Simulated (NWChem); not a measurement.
BAsH₄; SMILES B[AsH2]

```xyz
6

B      0.0069     1.6612     0.0000
As     0.0057    -0.3215     0.0000
H      0.9620    -0.5987    -1.1407
H      0.9620    -0.5987     1.1407
H     -0.0769     2.2547     1.0473
H     -0.0769     2.2547    -1.0473
```
Atoms are numbered in this order, from 1.

Program: NWChem. Pople sets run with spherical d functions. Structure relaxed at the PBE0/def2-SVP level. Vzz is the largest principal value of the second derivative of the potential at the nucleus (NWChem prints the opposite sign); η is the asymmetry. Non-relativistic.

```csv
level,Vzz B1 (a.u.),η B1,Vzz As2 (a.u.),η As2
PBE0/cc-pVTZ,0.563,0.21,-1.929,0.62
PBE0/def2-TZVP,0.564,0.19,___,0.58
CAM-B3LYP/6-31G*,0.534,0.19,-1.977,0.56
CAM-B3LYP/def2-TZVP,0.594,0.16,-2.279,0.56
```

### Question
Fill in the missing entries.

### Answer

- PBE0/def2-TZVP, Vzz As2 (a.u.): -2.066
